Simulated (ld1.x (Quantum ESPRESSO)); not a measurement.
**Varying the ultrasoft potential for Pd (Z = 46)**

Base potential:

| Quantity | Value |
| --- | --- |
| Element | palladium |
| Generator | ld1.x (Quantum ESPRESSO) 7.5 |
| Type | ultrasoft |
| Functional | LDA (PZ) |
| Relativity | scalar-relativistic |
| Frozen core | [Ar] 3d10 |
| Valence charge | 18 |
| Reference configuration | 4s2 4p6 4d10 5s0 5p0 |
| Partial waves | 4s (bound): rcut 1.30, rcutus 1.70 bohr; 5s (bound, empty): rcut 1.30, rcutus 1.70 bohr; 4p (bound): rcut 1.40, rcutus 1.55 bohr; 5p (bound, empty): rcut 1.40, rcutus 1.55 bohr; 4d (bound): rcut 1.15, rcutus 1.45 bohr; 4d channel at 0.85 Ry: rcut 1.15, rcutus 1.45 bohr |
| Local potential | all-electron potential smoothed inside 1.60 bohr (lloc = -1) |
| Core correction | Bessel-smoothed model core inside 0.80 bohr |
| Augmentation charge | built from norm-conserving waves at rcut, not smoothed further |

All-electron outer shells of the reference configuration (LDA (PZ), scalar-relativistic, ld1.x):

```
shell  level (eV)  outermost node (bohr)  outermost maximum (bohr)
   3p     -515.83                   0.15                      0.34
   3d     -325.96                      –                      0.28
   4s      -85.44                   0.45                      0.85
   4p      -51.36                   0.46                      0.91
   4d       -4.31                   0.45                      1.10
   5s       -3.62                   1.15                      2.64
   5p       -0.36                   1.31                      4.09
```

Cutoffs, loose and tight: the cutoffs (Ry, on a coarse ladder) from which the occupation-weighted sum of valence levels, in a spherical-Bessel basis at the reference potential, stays within 10 and 1 mRy of its value at 400 Ry. They do not see the model core or the augmentation charge, which bear on the density cutoff. Test errors are all-electron minus pseudo excitation energies from the reference, over the configurations 4s2 4p6 4d9 5s0 5p0; 4s2 4p6 4d8 5s0 5p0; 4s2 4p6 4d7 5s0 5p0; 4s2 4p5 4d10 5s0 5p0; 4s2 4p6 4d6 5s0 5p0; 4s2 4p6 4d9 5s1 5p0; 4s2 4p6 4d9.5 5s0 5p0 (two spin-polarised tests are not counted in the largest error). A dash means not determined; rows that change the core or the reference have their own tests. The largest error is taken over the tests solved by every variant that gives reliable tests at all: 4s2 4p5 4d10 5s0 5p0; 4s2 4p6 4d6 5s0 5p0; 4s2 4p6 4d7 5s0 5p0; 4s2 4p6 4d8 5s0 5p0; 4s2 4p6 4d9 5s0 5p0; 4s2 4p6 4d9.5 5s0 5p0.

Cutoffs are not given where the Bessel-basis levels miss the radial ones by over 6 mRy, ghosts where they miss by over 20 mRy; a channel whose overlap is not positive is not tested.

A file whose overlap is not positive is unfit for use, and its test errors describe a broken file.

| change | outcome | bound ghosts | largest test error (meV) |
| --- | --- | --- | --- |
| base | generated, overlap not positive | not determined (overlap not positive) | -235 |
| core correction none | generated, overlap not positive | not determined (overlap not positive) | -207 |
| core correction Bessel-smoothed model core inside 0.64 bohr | generated, overlap not positive | not determined (overlap not positive) | -236 |
| core correction Bessel-smoothed model core inside 0.86 bohr | generated, overlap not positive | not determined (overlap not positive) | -234 |
| core correction Bessel-smoothed model core inside 0.94 bohr | generated, overlap not positive | not determined (overlap not positive) | -232 |
| core correction Bessel-smoothed model core inside 1.14 bohr | generated, overlap not positive | not determined (overlap not positive) | -225 |
| core correction Bessel-smoothed model core inside 1.34 bohr | generated, overlap not positive | not determined (overlap not positive) | -214 |
| core correction Bessel-smoothed model core inside 1.50 bohr | generated, overlap not positive | not determined (overlap not positive) | -209 |
| core correction Bessel-smoothed model core inside 1.68 bohr | generated, overlap not positive | not determined (overlap not positive) | -207 |
